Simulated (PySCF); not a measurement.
PySCF input for Te(SH)(SiH3) (H4SSiTe), SMILES [SiH3][Te]S, r2SCAN-D4/def2-SVP. The structure is a stationary point at r2SCAN-D4/def2-SVP. The def2 effective core potentials stand for the cores of Te; spin–orbit coupling is left out. Other conformers were not sampled.

```python
import numpy as np
from pyscf import gto, scf, dft, df
from pyscf.hessian import thermo

mol = gto.M(
    atom='''
    Te    0.06736382    0.16242610    0.67127208
    S    -1.70225077    0.60800334   -0.95703041
    H    -1.18130941    1.76535585   -1.42925347
    Si    1.41697569   -1.12856157   -1.01299452
    H     2.64786217   -1.60602332   -0.31181335
    H     1.79617313   -0.24301280   -2.15196317
    H     0.63270789   -2.29066819   -1.51870803
    ''',
    basis='def2-SVP',
    ecp={'Te': 'def2-svp'},
    charge=0,
    spin=0,
    max_memory=1600,
    verbose=3,
)
mf = dft.RKS(mol, xc='r2scan').density_fit(auxbasis='def2-universal-jkfit')
mf.disp = 'd4'
mf.grids.level = 4
mf.conv_tol = 1e-11
mf.max_cycle = 100
mf.kernel()

# [left out here: the lines that compute and print the analytic Hessian (its translational invariance restored by hand, since the grid's response is missing), thermochemistry and intensities]
```

It prints:

```
converged SCF energy = -957.959694725806

WARN: MGGA Hessian is sensitive to dft grids. grids.level 4 may not be dense enough.


WARN: DFTD4 does not support analytical Hessian, using finite difference.


WARN: Mole.unit (angstrom) is changed to Bohr

Mode                                 0                   1                   2
Irrep
Freq [cm^-1]                       92.6582            136.2982            249.6553
Reduced mass [au]                   6.9915              1.0441              1.0519
Force const [Dyne/A]                0.0354              0.0114              0.0386
Char temp [K]                     133.3145            196.1027            359.1984
Normal mode                   x     y     z       x     y     z       x     y     z
       0  Te                -0.00 -0.01 -0.03   -0.00 -0.01  0.00   -0.00 -0.00 -0.00
       1   S                -0.07  0.06  0.07    0.01  0.03 -0.01   -0.02  0.01  0.03
       2   H                -0.08  0.07  0.08    0.08 -0.02 -0.04    0.48 -0.49 -0.68
       3  Si                 0.09 -0.03  0.06    0.00 -0.00  0.00    0.01  0.01 -0.00
       4   H                 0.04  0.02  0.18    0.27  0.48 -0.15    0.00 -0.02 -0.01
       5   H                 0.16 -0.07  0.05   -0.49 -0.10 -0.23    0.04  0.06  0.05
       6   H                 0.15 -0.07  0.04    0.26 -0.34  0.37    0.01  0.04 -0.08
Mode                                 3                   4                   5
Irrep
Freq [cm^-1]                      326.9272            344.3331            544.1868
Reduced mass [au]                   9.1568             24.6476              1.1500
Force const [Dyne/A]                0.5766              1.7218              0.2007
Char temp [K]                     470.3754            495.4186            782.9637
Normal mode                   x     y     z       x     y     z       x     y     z
       0  Te                 0.03 -0.02 -0.02    0.02 -0.00  0.03   -0.00  0.00  0.01
       1   S                -0.03  0.01 -0.03   -0.11  0.03 -0.10    0.01 -0.01  0.00
       2   H                -0.01  0.00 -0.02   -0.05  0.01 -0.08    0.02 -0.02 -0.01
       3  Si                -0.09  0.08  0.10    0.03 -0.02 -0.03   -0.03 -0.00 -0.05
       4   H                -0.12  0.12  0.18    0.02 -0.02 -0.02   -0.24  0.34  0.56
       5   H                -0.03  0.04  0.09    0.03 -0.02 -0.02    0.34 -0.15 -0.04
       6   H                -0.02  0.04  0.09    0.02 -0.02 -0.02    0.39 -0.25 -0.14
Mode                                 6                   7                   8
Irrep
Freq [cm^-1]                      552.0374            760.6215            872.3147
Reduced mass [au]                   1.0903              1.0380              1.0901
Force const [Dyne/A]                0.1958              0.3538              0.4887
Char temp [K]                     794.2589           1094.3649           1255.0667
Normal mode                   x     y     z       x     y     z       x     y     z
       0  Te                -0.00 -0.01  0.00    0.00  0.00 -0.00   -0.00  0.00  0.00
       1   S                 0.00  0.00  0.00   -0.02 -0.01 -0.01    0.00  0.00 -0.00
       2   H                 0.05 -0.03 -0.03    0.75 -0.12  0.62   -0.02  0.00 -0.02
       3  Si                 0.02  0.04 -0.02   -0.00 -0.00  0.00   -0.03  0.03  0.03
       4   H                -0.11 -0.11  0.12    0.01  0.01 -0.02    0.17 -0.27 -0.49
       5   H                 0.23 -0.53 -0.39    0.01 -0.01 -0.00    0.32 -0.38 -0.19
       6   H                -0.37  0.08  0.50    0.01  0.01 -0.04    0.44 -0.19 -0.24
Mode                                 9                  10                  11
Irrep
Freq [cm^-1]                      918.5408            939.6728           2211.5062
Reduced mass [au]                   1.0397              1.0372              1.0234
Force const [Dyne/A]                0.5168              0.5396              2.9489
Char temp [K]                    1321.5757           1351.9799           3181.8651
Normal mode                   x     y     z       x     y     z       x     y     z
       0  Te                -0.00 -0.00  0.00    0.00  0.00  0.00   -0.00  0.00  0.00
       1   S                 0.00  0.00 -0.00    0.00 -0.00 -0.00   -0.00  0.00 -0.00
       2   H                -0.03  0.01 -0.01   -0.02  0.00 -0.01   -0.00  0.00 -0.00
       3  Si                -0.02 -0.03  0.01    0.02 -0.00  0.03   -0.02  0.01 -0.00
       4   H                 0.36  0.63 -0.21   -0.07  0.07  0.20    0.70 -0.27  0.41
       5   H                 0.41 -0.11  0.07   -0.44 -0.34 -0.40    0.09  0.25 -0.30
       6   H                -0.31  0.26 -0.16   -0.05  0.30 -0.59   -0.17 -0.23 -0.10
Mode                                12                  13                  14
Irrep
Freq [cm^-1]                     2230.9866           2239.9885           2671.1113
Reduced mass [au]                   1.0481              1.0509              1.0392
Force const [Dyne/A]                3.0735              3.1068              4.3687
Char temp [K]                    3209.8930           3222.8447           3843.1345
Normal mode                   x     y     z       x     y     z       x     y     z
       0  Te                 0.00 -0.00  0.00    0.00  0.00  0.00   -0.00 -0.00  0.00
       1   S                 0.00 -0.00 -0.00   -0.00 -0.00 -0.00    0.01  0.03 -0.01
       2   H                -0.00  0.00 -0.00    0.00 -0.00 -0.00   -0.39 -0.84  0.33
       3  Si                 0.01 -0.02  0.03    0.02  0.03  0.00   -0.00 -0.00  0.00
       4   H                -0.38  0.14 -0.21   -0.14  0.06 -0.08    0.00 -0.00 -0.00
       5   H                 0.22  0.51 -0.63   -0.07 -0.18  0.25   -0.00  0.00 -0.00
       6   H                -0.11 -0.17 -0.05   -0.48 -0.70 -0.30    0.00 -0.00 -0.00
temperature 298.1500 [K]
pressure 101325.00 [Pa]
Rotational constants [GHz] 3.72082 2.34726 1.47941
Symmetry number 1
Zero-point energy (ZPE) 0.03438 [Eh]   90263.259 [J/mol]
                           tot       elec      trans        rot        vib
Entropy [J/mol/K]       341.720      0.000    174.301    115.525     51.894
Cv [J/mol/K]             80.702      0.000     12.472     12.472     55.759
Cp [J/mol/K]             89.016      0.000     20.786     12.472     55.759
Internal energy [J/mol]                      3718.434   3718.434  98896.129
Internal energy [Eh]   -957.91919  -957.95969
Enthalpy [J/mol]                             6197.391   3718.434  98896.129
Enthalpy [Eh]          -957.91825
Gibbs free energy [J/mol]                  -45770.506 -30725.200  83423.817
Gibbs free energy [Eh] -957.95706
static polarisability / bohr^3: [[ 84.696 -17.574   2.485]
 [-17.568  67.798   3.566]
 [  2.487   3.565  75.974]]
largest difference of analytic and finite-field dipole derivatives / e: 0.0007301373151151758
mode   freq/cm-1   IR/(km/mol)   Raman/(A^4/amu)   depolarisation
   1       92.66         0.347             4.966            0.653
   2      136.30         0.230             0.061            0.663
   3      249.66        19.579             6.930            0.742
   4      326.93         3.113            13.967            0.384
   5      344.33         5.133            18.582            0.155
   6      544.19         6.257            17.310            0.750
   7      552.04         5.591            17.261            0.750
   8      760.62         2.054            16.318            0.594
   9      872.31       371.394            13.846            0.445
  10      918.54        40.953            25.626            0.750
  11      939.67        40.486            22.140            0.750
  12     2211.51        94.270           300.595            0.066
  13     2230.99        75.406           130.439            0.557
  14     2239.99        74.534           113.303            0.602
  15     2671.11         0.220           138.623            0.269
max |gradient| / (hartree/bohr): 0.0002842520838506836
APT charges: [ 0.0014 -0.1955  0.0376  0.8956 -0.249  -0.2481 -0.2395]
```

The calculation finished and met its thresholds.
